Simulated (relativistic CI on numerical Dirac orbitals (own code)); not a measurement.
Method of calculation: Dirac-Coulomb-Breit CI, KLI orbitals optimised for each configuration, a model potential for QED, unscaled Slater integrals (own radial code, finite nucleus).

The strongest absorption lines from the ground level of an ion, among the configurations computed and to levels below about 85.3 eV (vacuum wavelength in nm, gf): 19.670 (0.46), 19.822 (0.35), 19.987 (0.7), 20.020 (1.1), 20.127 (0.46), 20.243 (0.48), 20.459 (0.75), 20.747 (0.57).

Question: Which ion is it?
A. Xe9+
B. Te5+
C. Te7+
D. Te9+

Answer: C. Te7+ has 45 electrons and the ground level 4s²4p⁶4d⁹ ²D5/2; the strongest line goes to 4s²4p⁶4d⁸5p ²F°7/2. The pattern of lines fixes the number of electrons, and along that sequence the line energies rise steadily with the charge (about as its square where n changes within one kind of shell, about linearly where n is kept but much faster in heavy ions where fine structure, which grows about as Z⁴, sets the gap, and irregularly where shells cross), which fixes Z. Configurations outside the model, such as inner-shell arrays, can give stronger lines. At this charge configurations can still be misplaced by up to about 7 % of their energy. Levels and lines within the n = 5 or 6 shells can be off by up to 10 % or somewhat more, and those that change n by about 2 %, since core polarisation is missing.

LS names give the leading component of a level, which can be under half, so a name can repeat, a term be missing and a line seem to break the LS rules.
